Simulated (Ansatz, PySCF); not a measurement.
This singlet lies 1.25 eV below the relaxed triplet at the level frozen-core CCSD(T)/cc-pVTZ // PBE0-D3(BJ)/def2-TZVP (Ansatz, an electronic-structure program).

```xyz
7

Si    -1.1756     0.2715     0.1326
Ge     0.5915    -1.3679    -0.3846
S      2.1412     0.0532     0.3010
H     -0.6959     1.5652     0.6934
H     -2.1275    -0.3423     1.1039
H     -1.9448     0.5517    -1.1148
H      3.2111    -0.7314     0.0692
```

Charge 0, multiplicity 1.

Question: Give the Mulliken and meta-Löwdin atomic charges from PBE0-D3(BJ)/def2-TZVP in PySCF 2.14.0.

Answer: 
| atom | Mulliken (e) | meta-Löwdin (e) |
|---|---|---|
| Si1 | -0.02 | 0.18 |
| Ge2 | 0.19 | 0.14 |
| S3 | -0.30 | -0.20 |
| H4 | -0.01 | -0.07 |
| H5 | -0.01 | -0.07 |
| H6 | -0.01 | -0.07 |
| H7 | 0.17 | 0.10 |
